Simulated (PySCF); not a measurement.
Species: C6H7S2 (charge -1).
Structure used (GFN2-xTB), in Å, numbered top down from 1:
```
atom  x, y, z in Å
C1    -1.819   -0.891   -0.335
C2    -1.117    0.073    0.623
C3     0.288    0.353    0.184
C4     1.403   -0.417    0.571
C5     2.579   -0.005    0.034
S6     2.355    1.376   -0.995
C7     0.599    1.384   -0.680
S8    -0.434    2.514   -1.370
H9    -2.837   -1.100   -0.004
H10   -1.859   -0.445   -1.326
H11   -1.273   -1.832   -0.401
H12   -1.671    1.015    0.639
H13   -1.111   -0.350    1.634
H14    1.327   -1.261    1.244
H15    3.566   -0.407    0.161
```

The closed-shell ground state was solved at several levels (PySCF, density fitting, gas phase, non-relativistic). No diffuse functions stand in pcSseg-1, which bears on an anion's orbital energies.

| level | basis functions | total energy (Eh) | HOMO (eV) | LUMO (eV) | gap (eV) |
| --- | --- | --- | --- | --- | --- |
| PBE0/def2-SVPD | 230 | -1028.3373 | -0.50 | 3.82 | 4.32 |
| PBE0/pcSseg-1 | 185 | -1028.6608 | -0.24 | 4.27 | 4.51 |

Estimate the row for CAM-B3LYP/def2-SVPD, a basis of 230 functions; the other rows only guide the guess.

Total energy -1028.7664 Eh, HOMO -1.59 eV, LUMO 4.37 eV, gap 5.96 eV.

Over all these levels, which gives the widest orbital gap and which the narrowest?

CAM-B3LYP/def2-SVPD (range-separated hybrid) has the widest, 5.96 eV, and PBE0/def2-SVPD (global hybrid, 25 % exact exchange) the narrowest, 4.32 eV. The two share the basis. From the narrowest to the widest the HOMO moves by -1.09 eV and the LUMO by +0.55 eV.

One conformer stands for the species.
